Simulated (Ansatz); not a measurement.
`C[SiH](C)[AlH][NH2]` + `O=[CH][GeH3]` → `[NH2][AlH][CH]=O` + `C[SiH](C)[GeH3]`  (redistribution)

Isolated molecules relaxed with PBE0-D4/def2-TZVP in Ansatz; ΔE leaves out vibrations. CBS: MP2 limit from def2 TZ/QZ plus the TZ coupled-cluster correction, frozen cores. DFT in def2-TZVPP. B3LYP here is the variant with VWN-RPA as its local correlation; programs differ in this. For Ge outer-core shells are correlated without core-valence functions, which leaves a few kJ/mol of doubt a bond. Scalar relativity is left out up to krypton. Each species was taken in one conformer, which may not be the lowest.

```
         level  ΔE (eV)
     r2SCAN-D4    -0.30
      B3LYP-D4    -0.32
       ωB97X-V    -0.31
           PBE    -0.23
 HF/def2-TZVPP    -0.31
MP2/def2-TZVPP    -0.34
  HF/CBS(def2)    -0.31
CCSD/CBS(def2)    -0.34
```

Q: What does CCSD(T)/CBS give? (An estimate is asked.)

A: The calculation gave: -0.33 eV. The listed levels differ from it by 0.03, 0.01, 0.02, 0.10, 0.02, -0.01, 0.02, -0.01 eV.

Largest T1 diagnostic among the species: 0.015.
